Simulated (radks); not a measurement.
Trend from Lu3+ to Hg3+: ionisation energy by Delta-SCF between NIST ground configurations, and size. Calculated with a radial shooting solver on a logarithmic mesh with Libxc functionals: scalar-relativistic Kohn-Sham, LDA (Slater exchange, Perdew-Wang correlation), spin-polarised, spherical densities, finite nucleus; open shells are filled with parallel spins first (spin-orbit coupling, left out, can overturn this in heavy ions); Fermi nuclear charge, rms radius of each element as measured or else 0.836 A^(1/3) + 0.57 fm.

species  configuration  IE (eV)  NIST (eV)       kind  r at 0.001 e/bohr^3 (bohr)
Lu3+         [Xe] 4f14   46.882      45.25  semi-emp.                        3.05
Hf3+     [Xe] 4f14 5d1   33.332      33.37  semi-emp.                        3.27
Ta3+     [Xe] 4f14 5d2   35.884         35     theory                        3.38
W3+      [Xe] 4f14 5d3   38.332       38.2  semi-emp.                        3.41
Re3+     [Xe] 4f14 5d4   40.714         39     theory                        3.40
Os3+     [Xe] 4f14 5d5   43.047         41     theory                        3.37
Ir3+     [Xe] 4f14 5d6   41.989         40     theory                        3.35
Pt3+     [Xe] 4f14 5d7   44.589         43     theory                        3.32
Au3+     [Xe] 4f14 5d8   47.089         45     theory                        3.28
Hg3+     [Xe] 4f14 5d9   49.519       48.6       exp.                        3.24

Reference values: NIST Atomic Spectra Database (exp. = measured, semi-emp. = semi-empirical, theory = theoretical value adopted there). Open shells are spherical and high-spin; term and fine-structure splittings are not resolved. Spin-orbit splitting is averaged out at the scalar-relativistic level.
